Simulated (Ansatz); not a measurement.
Start from `BC(C)[SeH]` and change one atom or group to get `BC(C)C=N`.

Ansatz, PBE0-D4/def2-TZVP geometries, multiplicity 1. Each molecule was computed in one conformer, which needn't be the lowest.

Scalar relativity is left out up to krypton.

```
                             property  `BC(C)[SeH]`
    LUMO energy (PBE/def2-TZVPP) / eV         -2.71
   LUMO energy (PBE0/def2-TZVPP) / eV         -1.69
HOMO energy (ωB97M-V/def2-TZVPP) / eV         -8.76
LUMO energy (ωB97M-V/def2-TZVPP) / eV          0.22
 HOMO–LUMO gap (PBE0/def2-TZVPP) / eV          4.86
   HOMO energy (PBE0/def2-TZVPP) / eV         -6.55
```

Give the same properties after the change, and the shifts. (Best estimate.)

Computed: 
| property | `BC(C)C=N` | shift |
| --- | --- | --- |
| LUMO energy (PBE/def2-TZVPP) / eV | -2.51 | 0.20 |
| LUMO energy (PBE0/def2-TZVPP) / eV | -1.48 | 0.21 |
| HOMO energy (ωB97M-V/def2-TZVPP) / eV | -9.95 | -1.19 |
| LUMO energy (ωB97M-V/def2-TZVPP) / eV | 0.42 | 0.20 |
| HOMO–LUMO gap (PBE0/def2-TZVPP) / eV | 6.06 | 1.20 |
| HOMO energy (PBE0/def2-TZVPP) / eV | -7.54 | -0.99 |

With PBE0 the HOMO falls by 0.99 eV and the LUMO rises by 0.21 eV, so the gap widens by about 1.20 eV. PBE moves the HOMO by -0.63 eV and ωB97M-V by -1.19 eV.

Spin–orbit coupling is left out; it splits and shifts lone-pair levels of the heavy atoms by tenths of an eV.
